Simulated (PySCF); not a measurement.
Work out the structure from these simulated measurements.

Formula: C9H20OSi.

- Polarisability: 132.7 au [CAM-B3LYP/def2-SVPD]
- UV, first state: lowest singlet excitation: 7.29 eV (170 nm, f = 0.034) [TDDFT CAM-B3LYP/def2-SVPD]
- Triplet: lowest triplet excitation (Tamm–Dancoff): 7.18 eV [TDA CAM-B3LYP/def2-SVPD]
- Dipole: 0.99 D [CAM-B3LYP/def2-SVPD]
- Rotational structure: rotational constants A, B, C: 1.811, 0.489, 0.452 GHz [PBE0-D3(BJ)/def2-SVP]
- NMR, other nuclei: isotropic shieldings of nuclei other than C and H, by class: 248 (1 O), 321 (1 Si) ppm [GIAO B3LYP/pcSseg-1]
- 13C NMR: chemical shifts (computed TMS as zero) by class: 73.4 (1 C), 40.5 (2 C), 29.4 (1 C), 28.8 (2 C), -0.9 (3 C) ppm [GIAO B3LYP/pcSseg-1]
- UV, strongest line: among the 10 lowest singlet transitions: S6/S7 at 8.34 eV (149 nm, f = 0.088 summed over these states) [TDDFT CAM-B3LYP/def2-SVPD]

Gas-phase values; electronic properties from PySCF, density fitting. Levels stand in brackets. NMR shifts are as computed; neighbouring signals can stand in another order in a measured spectrum. The structure is a single PBE0-D3(BJ)/def2-SVP conformer in the gas phase; no vibrational or solvent corrections. Each NMR value is the plain mean over a class of atoms that symmetry, rotation or inversion makes alike.

Question: Give a SMILES that accounts for the data.

Answer: Numbering: `[CH3:1][Si:2]([CH3:3])([CH3:4])[O:5][CH:6]1[CH2:7][CH2:8][CH2:9][CH2:10][CH2:11]1`. Its formula, C9H20OSi, gives 1 degree of unsaturation: 1 ring and 0 π bonds in the structure found. 9 carbons fall into 5 classes; from least to most shielded: ring sp3 carbon bound to oxygen [C6] (73.4 ppm), ring CH2 carbon [C7/C11] (40.5 ppm, 2 C), ring CH2 carbon [C9] (29.4 ppm), ring CH2 carbon [C8/C10] (28.8 ppm, 2 C), Si-methyl carbon [C1/C3/C4] (-0.9 ppm, 3 C). The other shieldings belong to: 248 ppm, silyl ether oxygen [O5]; 321 ppm, oxygen-bound silicon [Si2]. By its constants the optimised geometry is an asymmetric top. Structure: `C[Si](C)(C)OC1CCCCC1`. The assignments are read from this structure; whether some other isomer fits the data as well wasn't checked.
